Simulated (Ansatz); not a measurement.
`FC1=C[CH]1[GeH3]` and `FC1=CC1Cl` differ in one atom or group.

Ansatz, PBE0-D4/def2-TZVP geometries, multiplicity 1. 

Scalar relativity is left out up to krypton.

| property | `FC1=C[CH]1[GeH3]` |
| --- | --- |
| zero-point energy (PBE0-D4/def2-TZVP) / kJ/mol | 163.8 |
| HOMO energy (B3LYP/def2-TZVPP) / eV | -6.76 |
| LUMO energy (B3LYP/def2-TZVPP) / eV | -0.14 |
| size of the dipole moment (PBE/def2-TZVPP) / D | 1.11 |
| LUMO energy (ωB97M-V/def2-TZVPP) / eV | 2.20 |
| HOMO–LUMO gap (PBE0/def2-TZVPP) / eV | 7.06 |

(1) What does the change do to each property? (Best estimate.)

Answers

(1) Ansatz gave: 
| property | `FC1=CC1Cl` | shift |
| --- | --- | --- |
| zero-point energy (PBE0-D4/def2-TZVP) / kJ/mol | 106.7 | -57.1 |
| HOMO energy (B3LYP/def2-TZVPP) / eV | -7.92 | -1.16 |
| LUMO energy (B3LYP/def2-TZVPP) / eV | -0.44 | -0.30 |
| size of the dipole moment (PBE/def2-TZVPP) / D | 2.22 | 1.11 |
| LUMO energy (ωB97M-V/def2-TZVPP) / eV | 2.04 | -0.16 |
| HOMO–LUMO gap (PBE0/def2-TZVPP) / eV | 7.99 | 0.93 |

With PBE0 the HOMO falls by 1.21 eV and the LUMO falls by 0.29 eV, so the gap widens by about 0.92 eV. PBE moves the HOMO by -0.98 eV and ωB97M-V by -1.22 eV. The zero-point energy changes by -57.1 kJ/mol with -9 modes. Dipoles are sizes alone; their direction can turn.

B3LYP here is the variant with VWN-RPA as its local correlation; programs differ in this.
